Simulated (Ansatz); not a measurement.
`[NH2][W](=[O])([F])=[S]` + NH₃ → `[NH2][W]([NH2])(=[O])=[S]` + H–F at 600 K and 1 bar (ligand exchange at a W–F bond).

Gas-phase electronic energies from Ansatz, PBE0-D4/def2-TZVP geometries. CBS: MP2 limit from def2 TZ/QZ plus the TZ coupled-cluster correction, frozen cores. This one scheme is used for every species. def2 core potentials past Kr. For W outer-core shells are correlated without core-valence functions, which leaves a few kJ/mol of doubt a bond. One conformer a species, not always the lowest.

```
                    species  CCSD(T)/CBS energy (Eh)  H − E (kJ/mol)  S (J/(mol·K))
  `[NH2][W](=[O])([F])=[S]`               -695.78708           141.0          426.8
                        NH₃                -56.50880           112.4          219.5
`[NH2][W]([NH2])(=[O])=[S]`               -651.88184           210.4          459.7
                        H–F               -100.39570            42.3          194.0
```

H − E and S are ideal-gas, rigid-rotor, harmonic terms from PBE0-D4/def2-TZVP, for one conformer and one mirror image of each species. 1 Eh = 2625.50 kJ/mol, R = 8.31446 J/(mol·K).

Task: By hand: ΔE, ΔH, ΔS and ΔG.

Result: ΔE = (-651.88184) + (-100.39570) − (-695.78708) − (-56.50880) = 0.01834 Eh = 48.2 kJ/mol. Δ(H − E) = 210.4 + 42.3 − 141.0 − 112.4 = -0.7, so ΔH = 47.5 kJ/mol. ΔS = 459.7 + 194.0 − 426.8 − 219.5 = 7.4 J/(mol·K). ΔG = 47.5 − 600 × (7.4)/1000 = 43.1 kJ/mol.

Task: By hand: the equilibrium constant, and the temperature at which ΔG would vanish if ΔH and ΔS stayed fixed.

Result: log₁₀ K = −ΔG/(RT ln 10) = -3.8. ΔG = 0 at ΔH/ΔS = 6419 K, far beyond where these terms or the molecules hold.

The number of gas molecules stays the same, so ΔS is small and ΔH decides. A doubt of 5 kJ/mol in ΔE shifts log₁₀ K by 0.4 here. Other conformers and mirror images would add mixing entropy, several J/(mol·K) or more a flexible species. These are equilibria of isolated gas molecules and say nothing of rates. Largest T1 diagnostic: 0.022 (customary marks: 0.02 for closed shells, 0.045 for open ones).
